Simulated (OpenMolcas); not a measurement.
V4+ among 4 point charges of -1 e arranged as a tetrahedron (Td).

```yaml
Program: OpenMolcas
Method: "SS-CASPT2, IPEA 0.25 Eh, imaginary shift 0.1 Eh (closed shells correlated: 3s 3p)"
Basis: ANO-RCC-VTZP [6s5p3d2f1g]
Scalar_Hamiltonian: DKH2, point nucleus
Active_space: 1 electron in 5 orbitals (3d)
State_averaging: 2S+1 = 2 even, 5 roots
Spin-orbit_coupling: RASSI with atomic mean-field integrals over the reference wave functions
```

All point charges move together. At R = 1.83 Å |10Dq| is 1202 cm-1, and at R = 2.04 Å it is 705 cm-1.

Q: A third run gives 1748 cm-1. What distance was it run at?

A: With a power law R^-n the two known points give n = -ln(705 / 1202) / ln(2.04 / 1.83) = 4.91. Then R = 1.83 × (1202 / 1748)^(1/4.91) = 1.696 Å. The run was at 1.69 Å, so the estimate is off by +0.006 Å.

Roots that are degenerate in the reference are averaged as groups; the widest CASPT2 spread within a group is 110 cm-1 (the 3-fold group of multiplicity 2 near 1750 cm-1 above the lowest state of its run, R = 1.69). Shifts and gaps below about the spread of the groups concerned are not significant. An orbital doublet at a regular site is open to a Jahn-Teller distortion, which this geometry leaves out. The ground term spreads over less than 5000 cm-1, several times less than with real ligands, so orbital moments are less quenched and χT lies further from the spin-only value than at real sites. Free-ion shares, where given, are those of the reference states; single-state CASPT2 does not remix them. Point charges carry no covalency, so the field is a model and not that of real ligands. No measured value stands beside these numbers.
